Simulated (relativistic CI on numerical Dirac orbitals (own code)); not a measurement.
Calculated at this level of theory: Dirac-Coulomb-Breit CI, orbitals from a KLI potential per configuration, a model potential for QED, unscaled Slater integrals (own radial code, finite nucleus).

CI space (outside the closed core [Ar] 3d10): 4s2 4p3, 4s 4p4, 4s2 4p2 4d, 4p5, 4s 4p3 4d, 4s2 4p2 4f, 4s 4p3 4f, 4p4 4d, 4s 4p2 4d2, 4s2 4p 4d 4f, 4p4 4f, 4s2 4p2 5s, 4s2 4p2 5p, 4p4 5s, 4p3 4d 4f, 4s 4p2 4d 5s, 4s 4p3 5s, 4s2 4p2 5d, 4s 4p2 4f2, 4s2 4p 4f 5s, 4s 4p3 5p, 4s2 4p2 5f, 4s2 4p2 5g, 4s 4p3 5d, 4s2 4p2 6s, 4s2 4p2 6p, 4p3 4f 5s, 4s2 4p 4d2, 4s2 4d3, 4s 4p 4d3, 4s2 4d2 4f, 4s 4p 4d2 4f, 4s2 4d2 5s, 4p3 4d2, 4p2 4d3, 4p2 4d2 4f, 4p2 4d2 5s, 4s2 4p 4f2, 4s2 4d 4f2, 4s 4p 4d 4f2, 4s2 4f3, 4s 4p 4f3, 4s2 4f2 5s, 4p3 4f2, 4p2 4d 4f2, 4p2 4f3, 4p2 4f2 5s, 4s 4p2 4d 4f, 4s 4p 4d 4f 5s, 4s2 4p 4d 5s, 4s 4p 4d2 5s, 4s2 4d 4f 5s, 4s2 4d 5s2, 4p3 4d 5s, 4p2 4d 4f 5s, 4p2 4d 5s2, 4s 4p2 4f 5s, 4s 4p 4f2 5s, 4s 4p 4f 5s2, 4s2 4p 5s2, 4s 4p 4d 5s2, 4s2 4f 5s2. Double excitations out of closed p, d and f shells are left out; levels of such configurations are missing from the list, as are those of other unlisted configurations, and high levels can miss mixing partners. These lack a partner that the ground configuration has and come out too high: 4s2 4p2 5p, 4s2 4p2 5d, 4s 4p3 5p, 4s2 4p2 5f, 4s2 4p2 5g.

At this charge energies of transitions that change n are usually good to better than 1 %, and those within a shell (Δn = 0) to a few per cent.

Outline of the computed level scheme of Xe XXII. Lowest level of each configuration: 4s2 4p3 4S°_3/2 at 0.000 eV; 4s 4p4 4P_5/2 at 62.923 eV; 4s2 4p2 4d 4F_3/2 at 86.359 eV; 4p5 2P°_3/2 at 140.535 eV; 4s 4p3 4d 6D°_1/2 at 143.957 eV.

Some strong electric-dipole decays among the lowest 45 levels: 4s2 4p2 4d 2F_7/2 → 4s2 4p3 2D°_5/2 (4.8e+11 s⁻¹); 4s2 4p2 4d 2D_5/2 → 4s2 4p3 2P°_3/2 (4.0e+11 s⁻¹); 4s2 4p2 4d 4P_1/2 → 4s2 4p3 4S°_3/2 (3.5e+11 s⁻¹); 4s2 4p2 4d 4P_5/2 → 4s2 4p3 4S°_3/2 (2.9e+11 s⁻¹); 4s2 4p2 4d 2D_3/2 → 4s2 4p3 2D°_3/2 (2.8e+11 s⁻¹); 4s2 4p2 4d 2S_1/2 → 4s2 4p3 2P°_3/2 (2.7e+11 s⁻¹); 4s2 4p2 4d 4P_3/2 → 4s2 4p3 4S°_3/2 (2.6e+11 s⁻¹); 4s2 4p2 4d 2P_3/2 → 4s2 4p3 2P°_1/2 (2.5e+11 s⁻¹).

LS names give the leading component of a level, which can be under half, so a name can repeat, a term be missing and a line seem to break the LS rules.
